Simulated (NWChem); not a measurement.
System: CHO2, doublet; SMILES [O]C=O

Here is an NWChem input.

```
start job
memory heap 200 mb stack 900 mb global 1100 mb
geometry units angstroms noautoz
  O     -1.143122    -0.000000    -0.125298
  C      0.005674     0.000000     0.214791
  O      1.173921    -0.000000    -0.204183
  H      0.207611    -0.000000     1.371642
end
basis spherical
  * library def2-svpd
end
dft
  odft
  mult 2
  xc slater vwn_5
  iterations 150
end
tddft
  cis
  nroots 8
end
task tddft energy
```

All runs use the structure optimised with PBE0/def2-SVP, spin-unrestricted. No stability test was run on the SCF state.

Vertical excitations in the gas phase. Excited states of an open shell can be spin-contaminated.

Q: Give the results of this calculation. (LDA (Slater exchange, VWN5)/def2-SVPD, spin-unrestricted, TDA.) Quantities: lowest excitation (eV); oscillator strength of that lowest state; lowest empty minus highest occupied level, either spin (eV).

A: 
```yaml
lowest excitation (eV): 1.81
oscillator_strength_of_that_lowest_state: 0.000
lowest empty minus highest occupied level, either spin (eV): 1.09
```
